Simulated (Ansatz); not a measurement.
Born–Oppenheimer molecular dynamics of GeH₃Se (5 atoms, charge 0, multiplicity 2). It starts at the highest image of a converged band, a first-order saddle point between two minima.

Computed with UKS BLYP/def2-mTZVP (Ansatz).

```json
{
  "ensemble": "NVE (velocity Verlet)",
  "time step": "0.5 fs",
  "steps asked": "200",
  "starting velocities drawn for": "300 K",
  "seed": "5009"
}
```

First frame:

```xyz
5
Properties=species:S:1:pos:R:3
Ge -0.241 -0.370 0.067
Se 1.044 1.457 -0.744
H 0.349 -1.791 -0.153
H -1.783 -0.267 -0.106
H 0.681 0.897 0.895
```

How far do the bonds stretch over the last three quarters of this one trajectory? (Pairs bonded in most of those frames.)


```tsv
bond	mean (Å)	spread (Å)	shortest	longest
Ge1–Se2	2.409	0.089	2.27	2.52
Ge1–H3	1.573	0.049	1.49	1.67
Ge1–H4	1.578	0.035	1.51	1.65
Ge1–H5	1.601	0.095	1.45	1.80
```

Mean temperature of the second half: 1632 K. The conserved energy stayed within 0.18 meV per atom of its start (net change 0.027 meV per atom), so the integration is sound. The system heated up, since it started high on the potential surface and ran downhill. A run of 0.1 ps of so small a system gives no equilibrium averages.

Time of the run: 7.7 min on 2 threads of Arm Neoverse V1, on a shared host, peak memory 0.17 GiB.
